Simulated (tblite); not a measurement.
A tight-binding relaxation on `C=C[C@H]([AsH2])C(C)(C)C`.

Computed with GFN2-xTB geometry optimisation, gas phase (tblite 0.8.0). Start geometry: from a force field or distance geometry. The command runs a driver script over a list of jobs; the input below is this job's line of settings and its coordinates in Å.

Command:
```bash
OMP_NUM_THREADS=1 python probes_run.py task.json out
```

Input:
```
{"job": {"kind": "relax", "xc": "GFN2-xTB", "basis": "xTB"}, "charge": 0, "multiplicity": 1}
C      2.882300    -0.625300    -0.323100
C      1.599900    -0.689800     0.081700
C      0.651700     0.456400    -0.099500
As     0.977200     1.838400     1.296000
C     -0.863000     0.017900    -0.171100
C     -1.050800    -1.042300    -1.291200
C     -1.738400     1.241800    -0.549300
C     -1.363800    -0.559800     1.164800
H      3.548600    -1.465200    -0.166400
H      3.248200     0.265400    -0.812900
H      1.276500    -1.607800     0.577900
H      0.888400     0.944700    -1.070400
H      2.508000     1.900200     1.027300
H      1.159100     0.761200     2.430700
H     -0.665700    -0.653100    -2.258200
H     -0.509300    -1.979600    -1.030600
H     -2.118900    -1.294700    -1.412600
H     -2.802900     0.931100    -0.671400
H     -1.706200     2.017100     0.254100
H     -1.391600     1.699500    -1.491900
H     -2.438100    -0.863800     1.073300
H     -1.309900     0.187600     1.977800
H     -0.786100    -1.453100     1.475500
```

Output:
```
step      E/eV     max force
  0    -679.31575    1.374
  1    -679.42073    1.158
  2    -679.48693    0.617
  3    -679.50568    0.273
  4    -679.51662    0.307
  5    -679.52657    0.273
  6    -679.53699    0.259
  7    -679.54161    0.120
  8    -679.54399    0.104
  9    -679.54569    0.109
... (58 lines left out)
 68    -679.60044    0.029
 69    -679.60061    0.030
 70    -679.60078    0.029
 71    -679.60091    0.029
 72    -679.60099    0.023
 73    -679.60103    0.017
 74    -679.60108    0.017
 75    -679.60113    0.018
 76    -679.60117    0.016
 77    -679.60119    0.009
```

«max force» is the largest atomic force in eV/Å.

**Question.** From which step on does the largest force stay under 0.1 eV/Å, and how much energy is left to gain from there?

**Answer.** From step 35 (0.074 eV/Å), 12.2 meV above the end.

In short: energy lowered by 6.6 kcal/mol over 77 steps; largest atomic force 0.009 eV/Å at the end.

**Question.** Where do the atoms end?

**Answer.** 0.237 Å rms from the input after alignment:
```
atom  x, y, z in Å
C1     2.7020   -0.7629   -0.5480
C2     1.5988   -0.6163    0.1668
C3     0.6238    0.4903   -0.0120
As4    0.8515    1.7958    1.5011
C5    -0.8383    0.0273   -0.1685
C6    -0.9112   -1.0306   -1.2757
C7    -1.6990    1.2271   -0.5697
C8    -1.3862   -0.5583    1.1329
H9     3.4001   -1.5627   -0.3659
H10    2.9489   -0.0876   -1.3523
H11    1.3855   -1.3137    0.9687
H12    0.8942    1.0507   -0.9173
H13    2.3083    2.0048    1.2122
H14    1.2313    0.7631    2.5247
H15   -0.5092   -0.6359   -2.2068
H16   -0.3347   -1.9126   -1.0057
H17   -1.9429   -1.3318   -1.4463
H18   -2.7357    0.9261   -0.7049
H19   -1.6641    1.9971    0.2046
H20   -1.3430    1.6599   -1.5032
H21   -2.4194   -0.8725    0.9986
H22   -1.3566    0.1938    1.9263
H23   -0.8091   -1.4242    1.4504
```

Run on Arm Neoverse V2, one thread (shared host).
Labels such as C1 count atoms from 1, the log's own numbers from 0.
